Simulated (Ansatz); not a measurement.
`CC[O][Sn]([CH3])([Cl])[Cl]`. Total charge 0; spin multiplicity 1. Correlated methods include outer-core shells of Sn, which these sets cover unevenly. Sn takes the def2 core potential.

```xyz
15

C    -0.941   -1.812    1.304
C     0.312   -1.707    0.467
O     0.211   -0.745   -0.569
Sn    0.070    1.162   -0.240
C     0.736    2.237   -1.929
Cl   -2.131    1.703    0.271
Cl    1.301    1.599    1.681
H    -0.842   -2.620    2.034
H    -1.129   -0.888    1.859
H    -1.811   -2.015    0.676
H     0.512   -2.660   -0.034
H     1.176   -1.490    1.108
H     0.211    1.858   -2.805
H     0.514    3.292   -1.785
H     1.809    2.086   -2.039
```

Question: Give the diagnostics of a CCSD(T)/def2-TZVPP run (frozen core, Ansatz 0.2.0). (An estimate is asked.)

Answer: Computed: T1 = 0.0119, largest single amplitude 0.024, largest double 0.020, (T) share of the correlation energy 3.8 %, 10 CCSD cycles. The RHF solution is stable towards an unrestricted one. T1 lies under the customary mark of 0.02 for closed shells.
